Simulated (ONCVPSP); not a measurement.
## Configuration tests for Cr (Z = 24) (ONCV)

* Element: chromium
* Generator: ONCVPSP 4.0.1
* Type: optimised norm-conserving Vanderbilt (ONCV)
* Functional: PBEsol
* Relativity: scalar-relativistic
* Frozen core: [Ne]
* Valence charge: 14
* Reference configuration: 3s2 3p6 3d5 4s0.5 (charge +0.5)
* Partial waves: 3s+4s: rc 1.70 bohr, ncon 4, nbas 8, qcut 8.4 1/bohr, 2 projectors; 3p: rc 1.00 bohr, ncon 4, nbas 8, qcut 9.6 1/bohr, 3 projectors, debl 2.7 Ha; 3d: rc 1.05 bohr, ncon 3, nbas 6, qcut 8 1/bohr, 2 projectors, debl 1.7 Ha
* Local potential: polynomial inside 0.80 bohr (lpopt 5, dvloc0 0 Ha)
* Core correction: none

Energies are relative to the spin-unpolarised reference configuration 3s2 3p6 3d5 4s0.5; without spin polarisation the order of configurations can differ from experiment.

```csv
valence configuration,charge,ΔE all-electron (eV),error AE − PS (meV)
3s2 3p6 3d5 4s1,0,-2.707,+0.2
3s2 3p6 3d5 4s0,+1,4.166,-0.1
3s2 3p6 3d2 4s0,+4,99.205,+113
```

What are ΔE and the potential's error for 3s2 3p6 3d4 4s0?

ΔE = 20.181 eV all-electron; the error (AE − PS) is -16 meV.

Levels in the configuration 3s2 3p6 3d5 4s1:

| level | all-electron (eV) | pseudo (eV) |
| --- | --- | --- |
| 3s | -73.771 | -73.774 |
| 3p | -45.337 | -45.338 |
| 3d | -2.929 | -2.936 |
| 4s | -4.016 | -4.017 |
